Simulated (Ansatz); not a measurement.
Molecule: C3H8N, charge 0, multiplicity 2. It need not be the lowest isomer of its formula. SMILES: [CH2]NCC
Structure (B3LYP-D3(BJ)/def2-TZVP (Ansatz, a quantum-chemistry and plane-wave program) minimum search):
```
C
H 1 1.0932
H 1 1.0997 2 106.64
N 1 1.4526 2 107.36 3 119.29
H 4 1.0101 1 113.56 2 168.49
C 4 1.3821 5 114.77 1 -142.78
H 6 1.0801 4 117.02 5 -33.01
H 6 1.0811 7 119.02 4 149.36
C 1 1.5201 2 110.08 3 -119.44
H 9 1.0909 1 110.58 2 60.77
H 9 1.0909 10 108.59 1 121.88
H 9 1.0933 10 107.54 11 116.77
```
Charge 0, spin multiplicity 2.

Wanted: atomisation energy (electronic, to ground-state atoms), in kJ/mol. Cores are frozen in the correlated levels unless marked. UHF or UKS for open shells. Spin-orbit coupling is left out. No relativistic terms. The coupled-cluster limit lacks core correlation, which all-electron functionals hold. CBS(X,Y): correlation extrapolated as X^-3; Hartree-Fock from the larger set. [CCSD(T)-MP2]/basis is that difference in the basis named.

| level | program | atomisation energy (kJ/mol) |
|---|---|---|
| PBE/def2-TZVPD | Ansatz | 4554.2 |

Estimate the value at RI-MP2/CBS(cc-pVTZ,cc-pVQZ)+[CCSD(T)-MP2]/cc-pVTZ as computed with Ansatz.

4459.1 kJ/mol, so PBE/def2-TZVPD differs from it by 95.1 kJ/mol.
